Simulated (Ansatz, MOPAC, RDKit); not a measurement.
Dimer: CH2O (SMILES C=O) (first 4 atoms) with CH5N (SMILES CN); geometry from B3LYP-D3(BJ)/def2-TZVP.
(charge 0, multiplicity 1):
```xyz
11

C      0.08629     0.29097     0.74281
O     -0.32810    -0.83120     0.60769
H      1.14558     0.50677     0.96735
H     -0.55628     1.17828     0.60106
C      0.24823    -0.51784     3.87960
N     -0.24449     0.75989     3.36114
H      1.33814    -0.49149     3.91495
H     -0.03824    -1.31372     3.19162
H     -0.12012    -0.77285     4.88018
H      0.07301     1.53438     3.93146
H     -1.25741     0.78058     3.36231
```

Counterpoise-corrected where a basis set is named; no monomer relaxation. RDKit's UFF carries no charges.

Correlated levels freeze the cores. The state that PM3, PM6 reach isn't checked.

Programs: Ansatz (a first-principles code); MOPAC for PM3, PM6 (differences of heats of formation); RDKit for the force fields. Values without a source in brackets are computed.

Problem. One of these levels gives 3.45 kcal/mol for the interaction energy. Which one is it?
(A) MP2/aug-cc-pVDZ
(B) UFF
(C) PM6
(D) PM3

Solution. B, UFF. The others give 1.61 (PM3), -4.46 (PM6), -3.49 (MP2/aug-cc-pVDZ)
